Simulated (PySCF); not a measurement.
Cl₂HSi, SMILES Cl[SiH]Cl (connectivity only; charge and spin as stated), charge +1, multiplicity 1. Geometry optimised at PBE0-D3(BJ)/def2-TZVP. The multiplicity is an assumed one; other spin states were not compared. The isomer is the one that the SMILES or the coordinates give; other isomers of the formula were not compared.

TDA-ωB97X/def2-SVPD in PySCF puts the lowest singlet excitations at 5.90, 6.07, 6.80, 7.77, 7.90, 7.92 eV.

Q: What are the lowest excitation roots from ADC(2)/aug-cc-pVDZ run with PySCF 2.14.0? (Estimate from the structure and the level; the computed values follow.)

A: 5.88, 6.11, 6.51, 7.58, 7.83, 7.87 eV. S1 differs by -0.01 eV (second minus first; roots are paired by order, and the bases may differ).
